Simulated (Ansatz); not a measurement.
```xyz
6

F    -0.477    1.795    1.031
B    -0.217    1.118   -0.072
Ga    0.025   -0.985    0.024
F     1.726   -1.466    0.086
H    -0.129    1.764   -1.083
H    -0.928   -2.226    0.014
```

Total charge 0; spin multiplicity 1.

(1) List the PBE0/def2-TZVPP orbital energies in eV (Ansatz 0.2.0). (Estimate.)

## Answers

(1) The calculation gave: Occupied: -10147.54, -1253.38, -1109.58, -1109.46, -1109.44, -675.00, -672.34, -186.88, -151.69, -104.73, -104.44, -104.38, -34.63, -31.21, -23.77, -23.72, -23.64, -23.50, -23.42, -16.36, -14.06, -13.63, -13.41, -11.98, -10.80, -10.66, -10.07, -7.87. Lowest empty: -2.06, -1.62, 0.61, 1.55, 1.81, 2.52, 2.80, 3.86.
